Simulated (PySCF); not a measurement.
Compound: C4H8OS2.
SMILES: `C=CSC[S@@](C)=O`

Vertical excitations from PySCF (density fitting, frozen core in the response, grid level 2 and gas phase unless stated; continuum runs use non-equilibrium linear response for the excitations) on a GFN2-xTB geometry. Reference run:

```tsv
settings	S1, eV (f)	S2, eV (f)	S3, eV (f)	S4, eV (f)	S5, eV (f)	S6, eV (f)	T1, eV (Tamm–Dancoff)	mean α (au)
PBE0/def2-SVPD, full TDDFT, 6 singlets	5.49 (0.002)	5.76 (0.066)	5.81 (0.152)	5.85 (0.002)	5.93 (0.060)	6.04 (0.058)	3.93	97.4
```

Task: What do these settings give: HF/Sadlej pVTZ, CIS, 3 singlets?

Result: 
```
                       settings    S1, eV (f)    S2, eV (f)    S3, eV (f)  S4, eV (f)  S5, eV (f)  S6, eV (f)  T1, eV (Tamm–Dancoff)  mean α (au)
HF/Sadlej pVTZ, CIS, 3 singlets  6.12 (0.004)  6.31 (0.004)  6.71 (0.441)           –           –           –                   3.60         93.9
```

S1 moves by +0.63 eV; functional, basis and response scheme change together, so the shift can't be laid on one. States are counted by energy in each run and needn't keep their character from row to row.

Task: Give the leading configurations of S1 (H = HOMO, L = LUMO) and the HOMO–LUMO gap of each run.

Result: 
```tsv
settings	S1 configurations (weight)	S1 (eV)	orbital gap (eV)	S1 − gap (eV)
PBE0/def2-SVPD, full TDDFT, 6 singlets	H→L+1 0.75, H→L+3 0.13	5.49	6.51	-1.02
HF/Sadlej pVTZ, CIS, 3 singlets	H→L+2 0.20, H→L+17 0.14	6.12	10.06	-3.94
```

The values belong to the conformer `[CH2:1]=[CH:2][S:3][CH2:4][S@@:5]([CH3:6])=[O:7]`: C1–C2–S3–C4 2°, C2–S3–C4–S5 172°, S3–C4–S5–C6 65°.
